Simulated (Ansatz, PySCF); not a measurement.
Reaction R1 + R2 → P1 + P2, each structure at its B3LYP-D3(BJ)/def2-TZVP stationary point, reached from a drawn start (curvature not checked).
R1: SiH4 (SMILES [SiH4]), charge 0, multiplicity 1.
P1: Si2H6 (SMILES [SiH3][SiH3]), charge 0, multiplicity 1.
R2, ClH3Si (SMILES [SiH3]Cl) (charge 0, multiplicity 1):
```
atom    x (Å)    y (Å)    z (Å)
----  -------  -------  -------
Si    -0.1324  -0.0059  -0.0047
Cl     1.9305   0.0859   0.0695
H     -0.5199  -1.0088  -1.0157
H     -0.6468   1.3264  -0.3767
H     -0.6315  -0.3977   1.3277
```
P2, HCl (SMILES Cl) (charge 0, multiplicity 1):
```xyz
2

Cl     0.0000     0.0000     0.6410
H      0.0000     0.0000    -0.6410
```

P less R. No zero-point or thermal terms.

Correlated levels freeze the cores.

Programs: Ansatz (Gaussian orbitals); PySCF for the D3/D4 terms. No computed number here is a measurement.

```csv
level,reaction energy (kJ/mol)
BLYP-D4/def2-TZVPP,86.5
revPBE/def2-TZVPP,77.4
revPBE-D3(BJ)/def2-TZVPP,74.9
revPBE-D4/def2-TZVPP,75.5
PBE0-D3(BJ)/def2-TZVPP,79.8
PBE0-D4/def2-TZVPP,79.9
CAM-B3LYP/def2-TZVPP,94.9
CAM-B3LYP-D4/def2-TZVPP,93.1
CCSD/cc-pV(T+d)Z,(withheld)
```

Complete the blanks.


- CCSD/cc-pV(T+d)Z, reaction energy (kJ/mol): 89.4

Ansatz is a first-principles code.
